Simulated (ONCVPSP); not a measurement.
## Ge (Z = 32): one change to an ONCV potential, before and after

```
Element                 : germanium
Generator               : ONCVPSP 4.0.1
Type                    : optimised norm-conserving Vanderbilt (ONCV)
Functional              : LDA (Perdew-Zunger)
Relativity              : fully relativistic
Frozen core             : [Ne]
Valence charge          : 22
Reference configuration : 3s2 3p6 3d10 4s2 4p2
Partial waves           : 3s+4s: rc 0.95 bohr, ncon 4, nbas 9, qcut 14.8 1/bohr, 2 projectors; 3p+4p: rc 0.90 bohr, ncon 4, nbas 7, qcut 12.9 1/bohr, 3 projectors, debl 3 Ha; 3d: rc 0.85 bohr, ncon 4, nbas 9, qcut 22.5 1/bohr, 2 projectors, debl 0.8 Ha
Local potential         : polynomial inside 0.75 bohr (lpopt 5, dvloc0 0 Ha)
Core correction         : none
```

Open shells are filled in proportion to 2j + 1.

In the d channel the program set the typed energies aside and used -1.077, 0.250 Ha (j = l + 1/2; the other j can differ).

Change: d: rc 0.98.

Cutoffs: the cutoffs (Ha) at which the residual kinetic energy of the hardest occupied pseudo-wave falls to 1 and 0.1 mHa per electron; they do not see the model core or the augmentation charge, which bear on the density cutoff. Errors are all-electron minus pseudo energies relative to the spin-unpolarised reference configuration.

Task: What does the change do?

Result: The potential gets softer (168 Ha and 191 Ha → 138 Ha and 157 Ha); the errors of the 4 common tests hardly move; neither file shows a bound ghost. A larger radius leaves more room for a smooth pseudo-wave, so fewer plane waves are needed.

```tsv
quantity	base	changed
cutoff, loose	168 Ha	138 Ha
cutoff, tight	191 Ha	157 Ha
loose cutoff by channel	s 73 Ha, p 62 Ha, d 168 Ha	s 73 Ha, p 62 Ha, d 138 Ha
bound ghosts	none	none
GHOST(+) flags under 300 eV	none	none
error for 3s2 3p6 3d10 4s2 4p1, meV [ΔE 7.64 eV]	+0.8	+0.8
error for 3s2 3p6 3d10 4s2 4p0, meV [ΔE 23.36 eV]	+2.3	+2.3
error for 3s2 3p6 3d10 4s1 4p0, meV [ΔE 58.58 eV]	+5.2	+5.2
error for 3s2 3p6 3d10 4s1 4p3, meV [ΔE 8.04 eV]	+0.2	+0.2
s: phases at 0.96 bohr within 0.05 rad from the reference energy up to (Ha; the scan ends near 5)	to the end of the scan	to the end of the scan
p3/2: phases at 0.91 bohr within 0.05 rad from the reference energy up to (Ha; the scan ends near 5)	to the end of the scan	to the end of the scan
p1/2: phases at 0.91 bohr within 0.05 rad from the reference energy up to (Ha; the scan ends near 5)	to the end of the scan	to the end of the scan
```
